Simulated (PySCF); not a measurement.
Ge(H)2 cation (GeH2), SMILES [GeH2] (connectivity only; charge and spin as stated), charge +1, multiplicity 2.

The structure is a stationary point at ωB97X-D3(BJ)/def2-TZVPD. The spin state was assumed, not searched. The isomer is the one that the SMILES or the coordinates give; other isomers of the formula were not compared.

Two levels are set side by side: PBE/def2-TZVPD (PySCF) and ωB97X/def2-TZVPD (PySCF). Same geometry, gas phase. Differences are taken from unrounded values.

```tsv
quantity	ωB97X
α-spin orbital gap (eV)	8.67
β-spin orbital gap (eV)	10.37
mean polarisability (bohr³)	23.2
```

Q: What does PBE give, and how far is it from ωB97X? (Estimate from the structure and the level; the computed values follow.)

A: 
```csv
quantity,PBE,PBE minus ωB97X
α-spin orbital gap (eV),2.01,-6.66
β-spin orbital gap (eV),4.04,-6.34
mean polarisability (bohr³),23.4,0.2
```

Rough cost on one machine, each run with all the roots and properties that it gave: ωB97X against PBE about 1/2.
